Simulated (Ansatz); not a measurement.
Cartesian coordinates in Å:
```
C 2.201 -0.816 -0.780
O 1.927 0.144 0.210
B 0.675 0.445 0.670
O 0.608 1.425 1.617
C -0.663 -0.225 0.163
C -1.818 -0.046 1.142
C -1.032 0.338 -1.215
H 3.156 -1.289 -0.545
H 1.431 -1.590 -0.832
H 2.283 -0.337 -1.760
H 1.479 1.779 1.818
H -0.487 -1.303 0.039
H -1.592 -0.478 2.119
H -2.729 -0.523 0.765
H -2.035 1.013 1.299
H -1.942 -0.133 -1.598
H -0.243 0.182 -1.955
H -1.221 1.414 -1.156
```

The species carries charge 0 and has multiplicity 1.

Problem. List the ωB97M-V/def2-TZVPP orbital energies in eV (the Gaussian-basis code of Ansatz). (Best estimate.)

Solution. Ansatz gave: Occupied: -526.29, -526.05, -282.78, -281.11, -280.87, -280.80, -188.31, -31.88, -30.84, -24.56, -22.26, -21.66, -19.19, -17.73, -17.06, -15.68, -15.55, -14.95, -14.41, -13.58, -13.13, -12.78, -12.66, -12.26, -11.68, -11.57, -10.86, -10.42. Lowest empty: 2.28, 2.88, 2.99, 3.38, 3.88, 4.25, 4.41, 4.60.
